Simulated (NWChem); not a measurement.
Molecule: AlBrF$_{2}$; SMILES [F][Al]([F])[Br]

```xyz
4

Al     0.0000     0.0000    -0.9512
F      0.0000    -1.4286    -1.8019
F      0.0000     1.4286    -1.8019
Br     0.0000     0.0000     1.2800
```
Atoms are numbered in this order, from 1.

The geometry was optimised at PBE-D3(BJ)/def2-SVP.

Symmetry labels are those of C2v in the frame above (b1 and b2, or b-type labels, depend on it).

Question: List the 4 lowest vertical singlet excitations from Hartree-Fock/def2-SVPD, TDHF (NWChem).

Answer: 
```csv
state,energy (eV),oscillator strength,symmetry,leading excitation (squared amplitude)
S1,7.58,0.043,b2,HOMO → LUMO (0.74)
S2,7.67,0.083,b1,HOMO−1 → LUMO (0.74)
S3,8.28,0.000,a2,HOMO → LUMO+1 (0.83)
S4,8.69,0.023,a1,HOMO−1 → LUMO+1 (0.74)
```
